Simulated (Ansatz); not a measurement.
Si2Au4⁻. Charge -1, multiplicity 2. Geometry r2SCAN-D4/def2-SVPD, basis def2-TZVPD, Ansatz.

```
atom   x (Å)   y (Å)   z (Å)
 Au1   1.792  -0.060   2.446
 Au2  -1.333  -3.734   0.612
 Au3   0.431   0.596   0.197
 Au4   0.191  -1.874   1.463
 Si5  -0.837   3.177  -3.172
 Si6  -0.244   1.893  -1.546
```

```tsv
run	HOMO (eV)	LUMO (eV)
A	-2.11	-0.02
B	-1.45	-0.78
C	-1.28	-1.03
D	-1.98	-0.15
```

In the def2 sets Au takes a core potential; there is no spin–orbit coupling. No other spin state of charge -1 was run. Another isomer (doublet) lies 1.47 eV lower at PBE0-D4/def2-TZVPD; other spin states weren't run for this one.

HOMO and LUMO are taken over both spins.

Question: The runs used PBE, PBE0, r2SCAN, r2SCAN0. Estimate which is which.

Answer: A r2SCAN0 (25 % exact exchange); B r2SCAN (0 % exact exchange); C PBE (0 % exact exchange); D PBE0 (25 % exact exchange). Exact exchange lowers occupied and raises empty levels; among semilocal functionals meta-GGAs tend to open the gap a little, and such runs are hard to tell apart. The gap grows from 0.25 eV (PBE) to 2.09 eV (r2SCAN0).
